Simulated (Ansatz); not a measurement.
## Reading a saddle point

A first-order saddle point of Si2N2H8, closed shell, PBE0-D4/def2-TZVP, with one imaginary mode of 1155i cm⁻¹:

| atom | x (Å) | y (Å) | z (Å) |
| --- | --- | --- | --- |
| Si1 | -0.3145 | 0.3360 | -0.5741 |
| N2 | 0.9120 | 1.3431 | 0.4175 |
| N3 | 0.9254 | 0.2023 | -1.6553 |
| H4 | 1.4883 | 1.0288 | -0.5723 |
| H5 | -1.4765 | 1.2661 | -0.7669 |
| Si6 | -1.0339 | -1.4758 | 0.7470 |
| H7 | 0.7375 | 2.3335 | 0.5386 |
| H8 | 1.2936 | 0.9497 | 1.2690 |
| H9 | 1.0227 | -0.2950 | -2.5226 |
| H10 | -2.0212 | -1.0767 | 1.7919 |
| H11 | 0.1353 | -2.0952 | 1.4353 |
| H12 | -1.6688 | -2.5164 | -0.1082 |

Program: Ansatz 0.2.0. Basis: def2-TZVPP and def2-QZVPP. Cores are frozen in the correlated methods. Extrapolation: Hartree–Fock as exp(−7.88 √X), correlation as X^−2.97.

Which contacts change along the imaginary mode, and what lies on either side? (Judge from chemistry; the calculation decides.)

Computed: The step is Si₂N₂H₈ ([NH2][SiH]([NH2])[SiH3]) → Si₂NH₅ ([NH][SiH][SiH3]) + NH₃ (still joined by a long Si–N bond), with the molecules in contact on both sides. Shortening one way: N2–H4; lengthening the same way: Si1–N2, N3–H4.
| pair | one side (Å) | saddle (Å) | other side (Å) |
| --- | --- | --- | --- |
| N2–H4 | 3.06 | 1.19 | 1.03 |
| Si1–N2 | 1.72 | 1.87 | 1.94 |
| N3–H4 | 1.01 | 1.47 | 2.22 |

Which side is lower, and how far does the saddle lie above each? (Judge from chemistry; the value comes from the calculation.)

Computed: The side with Si1–N2, N3–H4 short is lower by 45.93 kcal/mol; the saddle lies 51.86 kcal/mol above it and 5.93 kcal/mol above the other (CCSD(T) at an estimated basis limit (MP2 extrapolated from triple and quadruple zeta, plus CCSD(T) − MP2 in triple zeta); electronic energies).

No T1 diagnostic of these runs exceeds 0.017.

Labels in which every atom is bracketed show which atoms are joined, not bond orders.

For scale, one of the runs: CCSD(T)/def2-TZVPP, 258 basis functions, launched by `ansatz run in.yaml --threads 4 --pin off --events-out ev --progress --plain --max-ram 9574MiB`. Hardware: 4 CPU threads of an Arm Neoverse V2, shared host. Wall time 2 min; peak host memory 5.6 GiB.
